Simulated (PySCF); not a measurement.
F₂H₂Sn. Atoms are numbered in the order given.

```xyz
5

Sn     0.0000     0.0000     0.2835
F      1.5097     0.0000    -0.9077
F     -1.5097     0.0000    -0.9077
H      0.0000     1.4975     1.0806
H      0.0000    -1.4975     1.0806
```
Charge 0, spin multiplicity 1.

The structure is a stationary point at B3LYP-D3(BJ)/def2-TZVP. The def2 effective core potentials stand for the cores of Sn; spin–orbit coupling is left out.

The numbers are results of PySCF with r2SCAN/def2-TZVPD, not measurements.

Isolated molecule, no solvent.

Computed frontier levels, gap, dipole moment and polarisability:
| Quantity | Value |
|---|---|
| highest occupied level | -8.77 eV |
| lowest empty level | -1.77 eV |
| orbital gap | 6.99 eV |
| dipole moment | 3.44 D |
| quadrupole, principal values (traceless, Buckingham form, about the centre of nuclear charge) | -6.00, 1.33, 4.68 D·Å |
| mean static polarisability | 38.6 bohr³ (5.72 Å³) |
| polarisability, principal values | 37.2, 37.4, 41.2 bohr³ |
